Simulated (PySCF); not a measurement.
Species: C6H10O.
Cartesian coordinates in Å at the GFN2-xTB level; atoms count from 1:
```xyz
17
C6H10O angstrom
C      2.484    1.566    0.590
C      1.649    0.768    0.005
C      0.805   -0.050   -0.539
C     -0.391   -0.632    0.185
C     -0.271   -2.152    0.259
O     -1.600   -0.338   -0.494
C     -1.953    1.019   -0.464
H      3.355    1.194    1.106
H      2.358    2.637    0.572
H      0.907   -0.357   -1.571
H     -0.433   -0.208    1.204
H     -0.241   -2.565   -0.746
H     -1.133   -2.562    0.777
H      0.636   -2.428    0.789
H     -1.206    1.643   -0.968
H     -2.906    1.102   -0.983
H     -2.066    1.375    0.568
```

Level of theory: CAM-B3LYP/def2-SVPD in PySCF (dipole) on a GFN2-xTB geometry, gas phase.

Take the most abundant isotopes and a rigid rotor. The values belong to one conformer with, in the numbering `[CH2:1]=[C:2]=[CH:3][C@H:4]([CH3:5])[O:6][CH3:7]`, C2–C3–C4–C5 -118°, C3–C4–O6–C7 -69°.

Task: What are A, B and C (cm⁻¹)?

Result: Ia = 134.55, Ib = 288.67, Ic = 391.11 u·Å²; 505379 MHz·u·Å²/I gives 3756, 1751 and 1292 MHz, that is A = 0.12529, B = 0.05840, C = 0.04310 cm⁻¹.

Task: What kind of rotor is it?

Result: An asymmetric top: κ = (2 × 1751 − 3756 − 1292)/(3756 − 1292) = -0.63.

Task: Is it planar, by Δ = Ic − Ia − Ib?

Result: Not planar: Δ = Ic − Ia − Ib = -32.10 u·Å². For a rigid frame Δ = −2 Σ m c², so Σ m c² = 16.05 u·Å² lies off the ab plane: 8.36 from hydrogen and 7.69 from heavier atoms. The atom farthest from that plane is 1.68 Å away.

Task: Which types of transition are allowed, and where do some lines up to J = 2 fall?

Result: The dipole components are |μa| = 1.04 D, |μb| = 0.33 D, |μc| = 0.55 D. The squared components, which scale the intensities, stand as 1.00 : 0.10 : 0.28 (a : b : c). Some lines, for components of 0.1 D or more:

```
type  branch         J(Ka,Kc)    MHz  lower level (cm⁻¹)
   a       Q  1(1,0) ← 1(1,1)    459               0.168
   a       Q  2(1,1) ← 2(1,2)   1376               0.356
   c       Q  1(1,1) ← 1(0,1)   2005               0.102
   b       Q  1(1,0) ← 1(0,1)   2464               0.102
   b       Q  2(1,1) ← 2(0,2)   2993               0.302
   b       R  1(1,1) ← 0(0,0)   5048               0.000
   c       R  1(1,0) ← 0(0,0)   5507               0.000
   a       R  2(0,2) ← 1(0,1)   6016               0.102
   c       Q  2(2,1) ← 2(1,1)   6016               0.402
   b       Q  2(2,0) ← 2(1,1)   6086               0.402
   a       R  2(1,1) ← 1(1,0)   6544               0.184
   b       R  2(1,2) ← 1(0,1)   7633               0.102
   c       R  2(1,1) ← 1(0,1)   9008               0.102
   c       R  2(2,1) ← 1(1,1)  13019               0.168
   b       R  2(2,0) ← 1(1,1)  13089               0.168
```

Task: Estimate the classical rotational partition function at 25 K, 100 K and 500 K.

Result: Point group C1, symmetry number σ = 1; q = (√π/σ)·√((kT/h)³/(ABC)), k/h = 20836.6 MHz/K: 7230 at 25 K, 57800 at 100 K, 647000 at 500 K.

Stationary, but not proved a minimum. Constants of a rigid frame at the computed geometry: no zero-point averaging, no centrifugal distortion. A rigid rotor knows nothing of internal rotation, which can split or shift real lines.
